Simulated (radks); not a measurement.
Species: the cadmium ion Cd4+. Configuration: [Kr] 4d8 (the NIST ground configuration). Method: scalar-relativistic Kohn-Sham, PBE, spin-polarised, spherical densities, finite nucleus; open shells are filled with parallel spins first (spin-orbit coupling, left out, can overturn this in heavy ions); Fermi nuclear charge, rms radius 4.6087 fm; computed with a radial shooting solver on a logarithmic mesh with Libxc functionals.

Unscreened Slater integrals over Kohn-Sham orbitals (cm^-1). They are taken over the spin-up orbitals.

integral    value
F0(4d,4d)  172480
F2(4d,4d)   87345
F4(4d,4d)   57676
F0(4d,4p)  188210
F2(4d,4p)   94835
G1(4d,4p)  120130
G3(4d,4p)   74004
F0(4d,4s)  193900
G2(4d,4s)   89931
F0(4p,4p)  209230
F2(4p,4p)  110050
F0(4p,4s)  217170
G1(4p,4s)  147790
F0(4s,4s)  226230

Derived for the open shells (J is the average intra-shell exchange parameter used in DFT+U). 4d: Racah B = F2/49 - 5 F4/441 = 1129 cm^-1, C = 35 F4/441 = 4577 cm^-1, C/B = 4.06, F4/F2 = 0.660, J = (F2 + F4)/14 = 10360 cm^-1.
